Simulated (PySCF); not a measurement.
Atoms are numbered as in `[CH2:1]=[N:2]/[N:3]=[C:4](\[CH3:5])[CH2:6][CH3:7]`; H(Xn) means a hydrogen on atom n. Ha(C1) is cis to N3; Hb(C1) is trans to N3.

[PySCF 2.14: shieldings: GIAO CAM-B3LYP/pcSseg-1; PBE0-D3(BJ)/def2-SVP geometry; B3LYP/pcJ-1 coupling constants (spin–dipole term only in couplings to heteroatoms); relativity neglected; gas phase; one computed conformer; one averaged value for each set of equivalent atoms]

List the cross peaks expected in HSQC, COSY and HMBC spectra.

Answers



HSQC (one-bond C–H):
```csv
δH,δC,"1J(C,H) (Hz)"
6.53 (Ha(C1)),141.6 (C1),169
6.52 (Hb(C1)),141.6 (C1),195
2.11 (H(C6)),35.4 (C6),134
1.66 (H(C5)),15.5 (C5),135
1.15 (H(C7)),13.0 (C7),134
```

COSY cross peaks (|J| ≥ 2 Hz):
```csv
δH,δH,abs. J (Hz),bonds
6.53 (Ha(C1)),6.52 (Hb(C1)),16.5,2
2.11 (H(C6)),1.15 (H(C7)),8.6,3
```

HMBC (two and three bonds, |J| ≥ 2.5 Hz):
```csv
δH,δC [abs. J in Hz]
2.11 (H(C6)),"165.1 (C4) [6.7], 15.5 (C5) [3.6], 13.0 (C7) [4.6]"
1.66 (H(C5)),"165.1 (C4) [5.6], 35.4 (C6) [2.7]"
1.15 (H(C7)),"165.1 (C4) [5.8], 35.4 (C6) [3.4]"
```

References, each an isolated molecule treated in the same way: 1H (31.33 ppm), 13C (182.45 ppm) vs TMS.

Short H···H contacts in this conformer between protons four or more bonds apart (candidates for NOE cross peaks, intensity ∝ r⁻⁶): H(C5)···H(C7) 2.34 Å, H(C5)···H(C6) 2.73 Å.

Unscaled 3J(H,H) at this level run about 10 % above measured values. Shifts are as computed, not scaled to solution data. Of 1309 compounds with measured shifts, 239 miss one by over three times the rms of a fit or turn the order of signals round; such compounds aren't used in these exercises.
